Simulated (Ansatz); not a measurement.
Ansatz (a program for electronic structure) input for Pd(Cl)2(MeCN)2 (C4H6Cl2N2Pd), SMILES CC#[N]->[Pd]([Cl])([Cl])<-[N]#CC, multiplicity 1, B3LYP-D3(BJ)/def2-SVP. 

Ansatz 0.2 input:
```yaml
crystal:
  periodic: [false, false, false]
  atoms:
    - {symbol: Pd, position_ang: [-0.00736327, 0.00297051, 0.00115744]}
    - {symbol: Cl, position_ang: [2.12591482, -0.85004410, 0.00211301]}
    - {symbol: Cl, position_ang: [-2.13990740, 0.85572722, 0.00146478]}
    - {symbol: C, position_ang: [1.70759812, 4.09243021, -0.00894965]}
    - {symbol: C, position_ang: [1.14467990, 2.77965438, -0.00624215]}
    - {symbol: N, position_ang: [0.68745782, 1.72449294, -0.00251681]}
    - {symbol: H, position_ang: [2.17220833, 4.28763866, -0.97543593]}
    - {symbol: H, position_ang: [2.46231539, 4.16662625, 0.77401588]}
    - {symbol: H, position_ang: [0.92302542, 4.82722609, 0.17106042]}
    - {symbol: C, position_ang: [-1.65308130, -4.11478825, -0.00029512]}
    - {symbol: C, position_ang: [-1.12340203, -2.78820352, 0.00121331]}
    - {symbol: N, position_ang: [-0.69734362, -1.72011144, 0.00351351]}
    - {symbol: H, position_ang: [-2.53630276, -4.15549682, 0.63707734]}
    - {symbol: H, position_ang: [-0.90091836, -4.80884253, 0.37452177]}
    - {symbol: H, position_ang: [-1.92931134, -4.39563549, -1.01663932]}
basis:
  gaussian:
    orbitals: def2-SVP
hamiltonian:
  xc: b3lyp
  dispersion: d3bj
relax: {f_tol: 0.002, max_steps: 200}
```

It prints:

```
WARN ansatz: RAYON_NUM_THREADS=2 ignored (pool sized by the plan → 2); use --threads N
Functional definition: B3LYP
integrals: 0.22 GiB planned
2011 factors; integrals over basis functions are off by at most 3.2e-4 eV
mean field: 1.63 GiB planned
mean field evaluation 1: about -35731.3853 eV, gradient 6.6e1 eV
mean field evaluation 2: about -35712.0029 eV, gradient 1.2e2 eV
mean field evaluation 4: about -35741.1192 eV, gradient 5.8e0 eV
mean field evaluation 8: about -35741.3485 eV, gradient 8.5e-1 eV
mean field evaluation 16: about -35741.3505 eV, gradient 4.4e-4 eV
mean field -35741.35046827 eV, -1313.4704033514 hartree, gradient 2.1e-5 eV, S^2 0.000000; 0 other end points of the search recorded, 0 dependent functions left out
the calculation of the forces begins
reference -35741.35086364 eV, -1313.4704178809 hartree; 48, 48 occupied and 133, 133 virtual orbitals, 2011 factors
relax step   1: F+E_penalty+E_count = -35742.13599559 eV  Δ(F+E_penalty+E_count) = +0.000e0 eV  max|allowed force component| = 1.926e0 eV/Å  Δτ_max = 0.0000 Å  (34 SCF iters, accepted)
these checks for a lower state are left out or cut short: starts, cluster_reference, orbital_swaps, neighbouring_geometries, increment
integrals: 0.22 GiB planned
2011 factors; integrals over basis functions are off by at most 3.4e-4 eV
mean field: 1.62 GiB planned
mean field -35741.61978029 eV, -1313.4803003855 hartree, gradient 1.9e-5 eV, S^2 0.000000; 0 other end points of the search recorded, 0 dependent functions left out
the calculation of the forces begins
reference -35741.62017833 eV, -1313.4803150132 hartree; 48, 48 occupied and 133, 133 virtual orbitals, 2011 factors
relax step   2: F+E_penalty+E_count = -35742.38574169 eV  Δ(F+E_penalty+E_count) = -2.497e-1 eV  max|allowed force component| = 8.344e-1 eV/Å  Δτ_max = 0.0900 Å  (38 SCF iters, accepted)
these checks for a lower state are left out or cut short: starts, cluster_reference, orbital_swaps, neighbouring_geometries, increment
integrals: 0.22 GiB planned
2011 factors; integrals over basis functions are off by at most 3.4e-4 eV
mean field: 1.62 GiB planned
mean field evaluation 32: about -35741.6705 eV, gradient 1.1e-3 eV
mean field -35741.67046557 eV, -1313.4821630354 hartree, gradient 1.5e-5 eV, S^2 0.000000; 0 other end points of the search recorded, 0 dependent functions left out
the calculation of the forces begins
reference -35741.67086529 eV, -1313.4821777248 hartree; 48, 48 occupied and 133, 133 virtual orbitals, 2011 factors
relax step   3: F+E_penalty+E_count = -35742.42856354 eV  Δ(F+E_penalty+E_count) = -4.282e-2 eV  max|allowed force component| = 1.100e-1 eV/Å  Δτ_max = 0.0510 Å  (38 SCF iters, accepted)
these checks for a lower state are left out or cut short: starts, cluster_reference, orbital_swaps, neighbouring_geometries, increment
integrals: 0.22 GiB planned
2011 factors; integrals over basis functions are off by at most 3.4e-4 eV
mean field: 1.62 GiB planned
mean field -35741.67393907 eV, -1313.4822906843 hartree, gradient 2.5e-5 eV, S^2 0.000000; 0 other end points of the search recorded, 0 dependent functions left out
the calculation of the forces begins
reference -35741.67433913 eV, -1313.4823053861 hartree; 48, 48 occupied and 133, 133 virtual orbitals, 2011 factors
relax step   4: F+E_penalty+E_count = -35742.43033641 eV  Δ(F+E_penalty+E_count) = -1.773e-3 eV  max|allowed force component| = 2.390e-2 eV/Å  Δτ_max = 0.0114 Å  (38 SCF iters, accepted)
these checks for a lower state are left out or cut short: starts, cluster_reference, orbital_swaps, neighbouring_geometries, increment
integrals: 0.22 GiB planned
2011 factors; integrals over basis functions are off by at most 3.4e-4 eV
mean field: 1.62 GiB planned
mean field -35741.67415752 eV, -1313.4822987120 hartree, gradient 2.1e-5 eV, S^2 0.000000; 0 other end points of the search recorded, 0 dependent functions left out
the calculation of the forces begins
reference -35741.67455762 eV, -1313.4823134153 hartree; 48, 48 occupied and 133, 133 virtual orbitals, 2011 factors
relax step   5: F+E_penalty+E_count = -35742.43038904 eV  Δ(F+E_penalty+E_count) = -5.263e-5 eV  max|allowed force component| = 1.442e-2 eV/Å  Δτ_max = 0.0032 Å  (31 SCF iters, accepted)
these checks for a lower state are left out or cut short: starts, cluster_reference, orbital_swaps, neighbouring_geometries, increment
integrals: 0.22 GiB planned
2011 factors; integrals over basis functions are off by at most 3.4e-4 eV
mean field: 1.62 GiB planned
mean field -35741.67423059 eV, -1313.4823013973 hartree, gradient 2.6e-5 eV, S^2 0.000000; 0 other end points of the search recorded, 0 dependent functions left out
the calculation of the forces begins
reference -35741.67463072 eV, -1313.4823161019 hartree; 48, 48 occupied and 133, 133 virtual orbitals, 2011 factors
relax step   6: F+E_penalty+E_count = -35742.43049517 eV  Δ(F+E_penalty+E_count) = -1.061e-4 eV  max|allowed force component| = 1.434e-3 eV/Å  Δτ_max = 0.0108 Å  (38 SCF iters, accepted)
these checks for a lower state are left out or cut short: starts, cluster_reference, orbital_swaps, neighbouring_geometries, increment
integrals: 0.22 GiB planned
2011 factors; integrals over basis functions are off by at most 3.4e-4 eV
mean field: 1.62 GiB planned
mean field -35741.67424555 eV, -1313.4823019470 hartree, gradient 2.6e-5 eV, S^2 0.000000; 0 other end points of the search recorded, 0 dependent functions left out
the calculation of the forces begins
reference -35741.67464573 eV, -1313.4823166534 hartree; 48, 48 occupied and 133, 133 virtual orbitals, 2011 factors
relax step   7: F+E_penalty+E_count = -35742.43049620 eV  Δ(F+E_penalty+E_count) = -1.025e-6 eV  max|allowed force component| = 9.835e-3 eV/Å  Δτ_max = 0.0130 Å  (39 SCF iters, accepted)
these checks for a lower state are left out or cut short: starts, cluster_reference, orbital_swaps, neighbouring_geometries, increment
integrals: 0.22 GiB planned
2011 factors; integrals over basis functions are off by at most 3.4e-4 eV
mean field: 1.62 GiB planned
mean field evaluation 64: about -35741.6743 eV, gradient 1.9e-4 eV
mean field -35741.67429913 eV, -1313.4823039160 hartree, gradient 1.9e-5 eV, S^2 0.000000; 0 other end points of the search recorded, 0 dependent functions left out
the calculation of the forces begins
reference -35741.67469933 eV, -1313.4823186230 hartree; 48, 48 occupied and 133, 133 virtual orbitals, 2011 factors
relax step   8: F+E_penalty+E_count = -35742.43052092 eV  Δ(F+E_penalty+E_count) = -2.473e-5 eV  max|allowed force component| = 8.131e-3 eV/Å  Δτ_max = 0.0047 Å  (30 SCF iters, accepted)
these checks for a lower state are left out or cut short: starts, cluster_reference, orbital_swaps, neighbouring_geometries, increment
integrals: 0.22 GiB planned
2011 factors; integrals over basis functions are off by at most 3.4e-4 eV
mean field: 1.62 GiB planned
mean field -35741.67423368 eV, -1313.4823015107 hartree, gradient 2.4e-5 eV, S^2 0.000000; 0 other end points of the search recorded, 0 dependent functions left out
the calculation of the forces begins
reference -35741.67463387 eV, -1313.4823162173 hartree; 48, 48 occupied and 133, 133 virtual orbitals, 2011 factors
relax step   9: F+E_penalty+E_count = -35742.43050515 eV  Δ(F+E_penalty+E_count) = +1.578e-5 eV  max|allowed force component| = 2.493e-2 eV/Å  Δτ_max = 0.0022 Å  (29 SCF iters, rejected (line search))
these checks for a lower state are left out or cut short: starts, cluster_reference, orbital_swaps, neighbouring_geometries, increment
integrals: 0.22 GiB planned
2011 factors; integrals over basis functions are off by at most 3.4e-4 eV
mean field: 1.62 GiB planned
mean field -35741.67427249 eV, -1313.4823029372 hartree, gradient 6.7e-5 eV, S^2 0.000000; 0 other end points of the search recorded, 0 dependent functions left out
the calculation of the forces begins
reference -35741.67467268 eV, -1313.4823176439 hartree; 48, 48 occupied and 133, 133 virtual orbitals, 2011 factors
relax step  10: F+E_penalty+E_count = -35742.43053040 eV  Δ(F+E_penalty+E_count) = -9.476e-6 eV  max|allowed force component| = 1.143e-3 eV/Å  Δτ_max = 0.0011 Å  (27 SCF iters, accepted)
integrals: 0.22 GiB planned
2011 factors; integrals over basis functions are off by at most 3.4e-4 eV
mean field: 1.62 GiB planned
mean field evaluation 96: about -35741.6743 eV, gradient 4.4e-5 eV
mean field -35741.67427249 eV, -1313.4823029372 hartree, gradient 6.7e-5 eV, S^2 0.000000; 1 other end points of the search recorded, 0 dependent functions left out
the calculation of the forces begins
reference -35741.67467268 eV, -1313.4823176439 hartree; 48, 48 occupied and 133, 133 virtual orbitals, 2011 factors
Total energy: -35742.43093059 eV, -1313.5101096093 hartree
Atom 0 at     0.014033    -0.005743    -0.004827 Å, force     0.000298    -0.000143    -0.000575 eV/Å
Atom 1 at     2.172537    -0.897670    -0.003144 Å, force     0.000258     0.000258     0.000158 eV/Å
Atom 2 at    -2.144468     0.886195    -0.005336 Å, force    -0.000061    -0.000329     0.000145 eV/Å
Atom 3 at     1.747091     4.228129    -0.006073 Å, force     0.000992    -0.000821    -0.000011 eV/Å
Atom 4 at     1.199331     2.882601    -0.006134 Å, force     0.001143    -0.000488    -0.000323 eV/Å
Atom 5 at     0.764740     1.817187    -0.006075 Å, force    -0.000422     0.000566     0.000243 eV/Å
Atom 6 at     2.213455     4.441595    -0.979608 Å, force    -0.000375    -0.000116     0.000274 eV/Å
Atom 7 at     2.508156     4.321970     0.783056 Å, force    -0.000636    -0.000292    -0.000288 eV/Å
Atom 8 at     0.944755     4.958417     0.176691 Å, force    -0.000960     0.001122     0.000181 eV/Å
Atom 9 at    -1.714297    -4.241534     0.002887 Å, force    -0.000258     0.000256    -0.000706 eV/Å
Atom 10 at    -1.169276    -2.894903    -0.000753 Å, force     0.000619     0.000138    -0.000047 eV/Å
Atom 11 at    -0.736140    -1.828896    -0.003151 Å, force    -0.000284    -0.000552     0.000280 eV/Å
Atom 12 at    -2.605458    -4.282785     0.646896 Å, force    -0.000293     0.000272     0.000207 eV/Å
Atom 13 at    -0.960992    -4.948532     0.381405 Å, force     0.000025    -0.000158     0.000099 eV/Å
Atom 14 at    -1.997897    -4.532387    -1.019776 Å, force    -0.000046     0.000288     0.000364 eV/Å
Dipole moment:     0.001756    -0.000721     0.001232 e Å
```

The calculation finished and met its thresholds.
